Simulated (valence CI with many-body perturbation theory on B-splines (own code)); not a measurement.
**Valence orbitals of Ga**

Level of theory: valence CI with perturbative core correlation (CI+MBPT): three valence electrons over a frozen Dirac-Fock core [Ar] 3d10, radial functions for each j: 11 s, 11 p, 9 d, 7 f, 5 g, 2 h, 1 i, with the one-electron correlation potential Σ1, the two-electron term Σ2, the three-electron term Σ3, Breit, model QED; selected CI, second order for the rest (own B-spline code, finite nucleus).

Set against measurement, 7 paired levels are off by 131 cm⁻¹ on average, the worst by 203. These come from a selection out of the NIST Handbook of Basic Atomic Spectroscopic Data. Levels without a partner in it may be off by more.

These are the spectroscopic orbitals of the CI (the correlating ones are not listed), shaped by the core and the other valence electrons. h is the expectation value of the core's Dirac-Fock operator, without the valence repulsion; Σ1 is computed up to l = 3 at one energy for each symmetry, that of its lowest orbital but kept below the first core excitation, so for empty shells it is not the orbital's own correlation shift; Breit and QED include the response of the core.

```csv
Orbital,h (hartree),Σ1 (cm⁻¹),Breit (cm⁻¹),QED (cm⁻¹),⟨r⟩ (bohr)
4s1/2,-1.0634,-6964,51.4,50.1,2.476
5s1/2,-0.3983,-684,6.3,6.0,7.612
6s1/2,-0.20131,-193,1.8,1.8,16.01
7s1/2,-0.122,-83.2,0.8,0.8,27.33
4p1/2,-0.75077,-3517,38.1,-0.8,3.436
5p1/2,-0.2884,-373,4.7,-0.1,10.63
6p1/2,-0.1593,-137,1.8,0.0,20.52
7p1/2,-0.10147,-66.6,0.9,0.0,33.31
4p3/2,-0.74295,-3384,22.7,0.9,3.482
5p3/2,-0.28662,-366,2.8,0.1,10.70
6p3/2,-0.15856,-135,1.1,0.0,20.62
7p3/2,-0.1011,-65.5,0.5,0.0,33.44
4d3/2,-0.29232,-96.2,0.1,0.0,9.962
5d3/2,-0.16311,-45.7,0.1,0.0,20.25
6d3/2,-0.10388,-24.4,0.0,0.0,33.41
4d5/2,-0.29211,-95.5,-0.1,0.0,9.968
5d5/2,-0.163,-45.3,0.0,0.0,20.26
6d5/2,-0.10382,-24.2,0.0,0.0,33.42
4f5/2,-0.15653,-4.4,0.0,0.0,17.97
5f5/2,-0.10039,-2.6,0.0,0.0,31.36
4f7/2,-0.15653,-4.4,0.0,0.0,17.97
5f7/2,-0.10039,-2.6,0.0,0.0,31.36
5g7/2,-0.10004,,0.0,0.0,27.48
5g9/2,-0.10004,,0.0,0.0,27.48
```

Among the shells of the start configuration 4s2 4p1, Σ1 is largest in size for 4s1/2, where it is 3.0 % of h.

Lowest root of each symmetry, sizes in configuration state functions:

| J | Parity | Roots | Reference | Variational | Second order | Change by selected CI (cm⁻¹) | Change by second order (cm⁻¹) |
| --- | --- | --- | --- | --- | --- | --- | --- |
| 1/2 | even | 3 | 3 | 6339 | 30635 | -10771 | -6 |
| 3/2 | even | 3 | 3 | 12270 | 62860 | -11256 | -13 |
| 5/2 | even | 3 | 3 | 12427 | 77945 | -11253 | -16 |
| 7/2 | even | 1 | 1 | 3060 | 63734 | -10294 | -1 |
| 9/2 | even | 1 | 1 | 3092 | 55660 | -10294 | -1 |
| 1/2 | odd | 4 | 4 | 8706 | 30910 | -10468 | -17 |
| 3/2 | odd | 4 | 4 | 11377 | 59318 | -10509 | -26 |
| 5/2 | odd | 2 | 2 | 5983 | 70152 | -10341 | -5 |
| 7/2 | odd | 2 | 2 | 6169 | 72657 | -10341 | -5 |
